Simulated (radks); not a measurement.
Values are calculated unless marked as measured or tabulated.
Problem. Numerical settings for the selenium ion Se3+, [Ar] 3d10 4s2 4p1. Level of theory: Dirac Kohn-Sham, PBE, spin-unpolarised, spherical densities, finite nucleus; open shells fill j = l - 1/2 first; Fermi nuclear charge, rms radius 4.14 fm (a radial shooting solver on a logarithmic mesh with Libxc functionals). The defaults (mesh step 0.008 in ln r, mesh end at 40 bohr or more with all orbitals vanishing there, Anderson mixing 0.5 over 9 steps, residual threshold near 1e-9 with the energy settled to 1e-9 hartree or 1e-11 of itself, here a cap of 63 iterations) give E = -2427.8266 hartree and 4p1/2 at -36.757 eV in 14 iterations. Run on one thread of a shared host, so times are rough (Arm Neoverse V1): 0.1 s of CPU time, 0.1 s wall, 14 iterations on 2189 mesh points. One setting is changed at a time: mesh step in ln r 0.03; mesh step in ln r 0.2; mesh step in ln r 0.12; mesh end (bohr) 3; mesh end (bohr) 5; residual threshold 0.1; residual threshold 1e-05; mixing 1.5; linear mixing, mixing 0.8; linear mixing, mixing 0.2; mixing history 2; iteration cap 8. Which runs fail to converge, and which converge to a wrong energy?

Solution. Not converged within the cap: mesh step in ln r 0.2; mesh step in ln r 0.12; linear mixing, mixing 0.8; linear mixing, mixing 0.2; iteration cap 8. Settings that end as converged yet miss the energy by more than 1 mhartree: mesh end (bohr) 3 (+0.315 hartree); mesh end (bohr) 5 (+0.00224 hartree).
